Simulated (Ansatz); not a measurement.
Molecule: CH3F2In, net charge 0, singlet state. 
Coordinates optimised at B3LYP-D3(BJ)/def2-TZVP (Ansatz, an electronic-structure program):
SMILES: [F][In]([F])[CH3]
```xyz
7

C     -2.1257    -0.3006    -0.0888
In    -0.0099    -0.0016    -0.0012
F      1.3667    -1.3918     0.0705
F      0.9272     1.7171     0.0271
H     -2.3239    -1.2561    -0.5666
H     -2.5698     0.5158    -0.6519
H     -2.5105    -0.3042     0.9288
```

Total electronic energies in hartree. Correlated levels leave the core frozen unless marked. Spin-orbit coupling is left out. Frozen are the shells of the preceding noble gas and the d and f shells that filled before the atom's block. Past Kr the def2 sets carry scalar-relativistic core potentials. STO-3G rows are all-electron and non-relativistic. Basis-set limits of correlation are two-point, X^-3; Hartree-Fock from the larger set.

```json
[
 {"level": "B3LYP-D3(BJ)/def2-TZVPD", "program": "Ansatz + dftd3", "energy (Eh)": "-429.98328"},
 {"level": "PBE0-D4/def2-TZVP", "program": "Ansatz + dftd4", "energy (Eh)": "-429.66247"},
 {"level": "PBE0/def2-QZVPP", "program": "Ansatz", "energy (Eh)": "-429.67677"},
 {"level": "r2SCAN0-D4/def2-TZVPD", "program": "Ansatz + dftd4", "energy (Eh)": "-429.80131"},
 {"level": "HSE06/def2-TZVPD", "program": "Ansatz", "energy (Eh)": "-429.64994"},
 {"level": "CAM-B3LYP/def2-TZVPD", "program": "Ansatz", "energy (Eh)": "-429.81757"},
 {"level": "wB97M-V/def2-TZVPD", "program": "Ansatz", "energy (Eh)": "…"},
 {"level": "B2PLYP-D4/def2-TZVPD", "program": "Ansatz + dftd4", "energy (Eh)": "-429.48728"},
 {"level": "MP2/STO-3G", "program": "Ansatz", "energy (Eh)": "-5918.23235"},
 {"level": "SCS-MP2/def2-QZVPP", "program": "Ansatz", "energy (Eh)": "-428.70348"},
 {"level": "SCS-MP2/def2-QZVPPD", "program": "Ansatz", "energy (Eh)": "-428.70480"},
 {"level": "CCSD/def2-QZVPPD", "program": "Ansatz", "energy (Eh)": "-428.71585"},
 {"level": "CCSD(T)/def2-SVPD", "program": "Ansatz", "energy (Eh)": "-428.23218"},
 {"level": "CCSD(T)/def2-TZVPP", "program": "Ansatz", "energy (Eh)": "-428.66623"},
 {"level": "CCSD(T)/CBS(def2-TZVPPD,def2-QZVPPD)", "program": "Ansatz", "energy (Eh)": "-428.7876"}
]
```

Task: Fill in the missing entries.

Result: 
- wB97M-V/def2-TZVPD, energy (Eh): -429.77947
